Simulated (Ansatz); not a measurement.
Species: BO, charge 0, doublet. BO (SMILES [B]=O, doublet).
B3LYP-D3(BJ)/def2-TZVP minimum from Ansatz (a first-principles code):
```
B
O 1 1.2021
```
Charge 0, spin multiplicity 2.

Quantity: atomisation energy (electronic, to ground-state atoms), in kcal/mol. Open shells are spin-unrestricted; no spin-orbit coupling. CBS(X,Y): correlation extrapolated as X^-3, Hartree-Fock from the larger set (Q,5: extrapolated as (X+1)exp(-9√X)). A bracket is a step between two methods taken in the basis named. The functionals are non-relativistic, so their misses hold any scalar relativity. Double hybrids freeze cores in their MP2 part. '+ core + X2C': CCSD(T) terms for core correlation (cc-pwCVTZ) and scalar relativity (cc-pVTZ-DK). For partners of very few electrons the exact lower level stands in for a higher one. The UHF reference of BO ([B]=O, doublet) is spin-contaminated (<S^2> up to 0.05 over the pure value in the sets run).

CCSD(T)/CBS(cc-pVQZ,cc-pV5Z) + [CCSDT(Q) - CCSD(T)]/cc-pVQZ + [CCSDTQ - CCSDT(Q)]/cc-pVDZ + core + X2C (Ansatz) gives 195.3 kcal/mol.

How far off this value is PBE/def2-TZVPD (Ansatz), in which direction, and which of these levels come nearer: B3LYP/def2-TZVPD, PBE0/def2-TZVPD, B2PLYP/def2-TZVPD, CCSD(T)/CBS(cc-pVQZ,cc-pV5Z) + core + X2C?

PBE gives 206.6 kcal/mol, 11.3 kcal/mol above it. Differences of the others: B3LYP/def2-TZVPD (Ansatz) -1.2; PBE0/def2-TZVPD (Ansatz) -0.5; B2PLYP/def2-TZVPD (Ansatz) 0.3; CCSD(T)/CBS(cc-pVQZ,cc-pV5Z) + core + X2C (Ansatz) -0.3 kcal/mol. Nearer than PBE: B3LYP/def2-TZVPD, PBE0/def2-TZVPD, B2PLYP/def2-TZVPD, CCSD(T)/CBS(cc-pVQZ,cc-pV5Z) + core + X2C.
